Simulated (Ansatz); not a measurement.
Energy needed to pull apart GaH3O3 (SMILES [OH][Ga]([OH])[OH]), closed shell, into free ground-state atoms, from the structure below (displaced at random from its PBE0-D4/def2-TZVP minimum); no zero-point or spin–orbit terms; open-shell atoms are treated unrestricted, in their ground-state multiplicity.

```
atom    x (Å)    y (Å)    z (Å)
  O1  -1.2284   0.4200  -1.1260
 Ga2   0.0209  -0.0258  -0.0379
  O3  -0.4546  -0.5130   1.6262
  O4   1.7102   0.1228  -0.4851
  H5  -2.1917   0.3638  -0.7553
  H6   0.3136  -0.7483   2.1815
  H7   1.8444   0.4636  -1.4568
```

Ansatz 0.2.0; basis: def2-TZVPP; cores frozen in the correlated methods. Filled d shells of the heavier atoms are correlated. The def2 sets are not built for correlating such inner shells, so the correlated values are less sure here.

```json
{"method": "PBE-D4", "atomization energy (kJ/mol)": "2506"}
{"method": "r2SCAN-D4", "atomization energy (kJ/mol)": "?"}
{"method": "PBE0-D4", "atomization energy (kJ/mol)": "?"}
{"method": "wB97M-V", "atomization energy (kJ/mol)": "2449"}
{"method": "HF", "atomization energy (kJ/mol)": "1575"}
{"method": "MP2", "atomization energy (kJ/mol)": "2519"}
{"method": "CCSD", "atomization energy (kJ/mol)": "2362"}
{"method": "CCSD(T)", "atomization energy (kJ/mol)": "2415"}
```

What does r2SCAN-D4 give? (Judge from chemistry; the value comes from the calculation.)

By the calculation: 2464 kJ/mol, which is about 49 kJ/mol more than CCSD(T)/def2-TZVPP.

What does PBE0-D4 give? (To be estimated.)

The calculation gives: 2408 kJ/mol, which is about 7 kJ/mol less than CCSD(T)/def2-TZVPP.

In triple zeta the MP2 and coupled-cluster atomization energies are still short of their basis limit by a few kcal/mol a bond, whereas those of the functionals are nearly converged, so these differences are not deviations from converged CCSD(T).

No T1 diagnostic of these runs exceeds 0.015.

For scale, one of the runs: CCSD(T)/def2-TZVPP forces, 183 basis functions (an equivalent command: `ansatz run in.yaml --threads 4`). Hardware: 4 CPU threads, shared host. Wall time 5.2 min; peak host memory 3.6 GiB.
